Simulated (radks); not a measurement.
Task: All-electron atom: neutral antimony in [Kr] 4d10 5s0.5 5p4.5 (fractional occupations, a model configuration). Calculated with a radial shooting solver on a logarithmic mesh with Libxc functionals: non-relativistic Kohn-Sham, r2SCAN, spin-unpolarised, spherical densities, point nucleus; meta-GGA in the generalised Kohn-Sham scheme; relativity is left out, which matters for an element this heavy. Some entries of the table are withheld. Estimate them.

orbital  occ.  eigenvalue (Ry)  <r^2> (bohr^2)  r(max) (bohr)
1s          2        -2147.984        0.001190        0.01975
2s          2        -320.4895         0.01944         0.1092
2p          6        -300.0359         0.01464        0.08552
3s          2        -63.20288          0.1344         0.3122
3p          6        -54.68185          0.1294         0.2989
3d         10        -38.93598          0.1105            (1)
4s          2        -10.56355          0.7625         0.7502
4p          6         -7.65659          0.8539         0.7747
4d         10         -2.79764           1.218         0.8425
5s        0.5         -0.97284           6.122          1.978
5p        4.5         -0.42814           9.341            (2)

Result: 
(1) 3d r(max) (bohr): 0.2454
(2) 5p r(max) (bohr): 2.339
